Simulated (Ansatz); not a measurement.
A structure drawn as `C[Si](S)(Cl)Cl`, with this starting geometry:

```xyz
9

C    -0.209   -0.601    1.013
Si    0.267   -0.078   -0.644
S     0.881    1.935   -0.555
Cl    1.800   -1.201   -1.438
Cl   -1.260   -0.264   -1.980
H     0.555   -0.589    1.729
H    -1.078   -0.037    1.387
H    -0.578   -1.682    0.954
H    -0.377    2.517   -0.464
```

The species carries charge 0 and has multiplicity 1.

(1) Relax it with Ansatz at PBE-D4/def2-SVP and then PBE0-D4/def2-TZVP. Is the drawn bonding still there?

(2) Give the relaxed structure. (Estimate.)

Atoms count as bonded under 1.1 times the sum of their covalent radii (H–H under 0.85 Å, pairs among N, O and F under 1.55 Å), and a drawn bond as lost past 1.3 times.

## Answers

(1) Yes, every drawn bond is still there and no new one forms.

(2) The calculation gave: 
Z-matrix (Å, degrees):
```
C
Si 1 1.847
H 1 1.092 2 110.1
H 1 1.092 2 109.9 3 120.3
H 1 1.092 2 110.2 3 -119.8
S 2 2.121 1 114.3 3 -178.4
Cl 2 2.045 1 110.1 3 -61.1
Cl 2 2.051 1 108.3 3 57.8
H 6 1.345 2 93.2 1 -63.0
```
All modes are real.
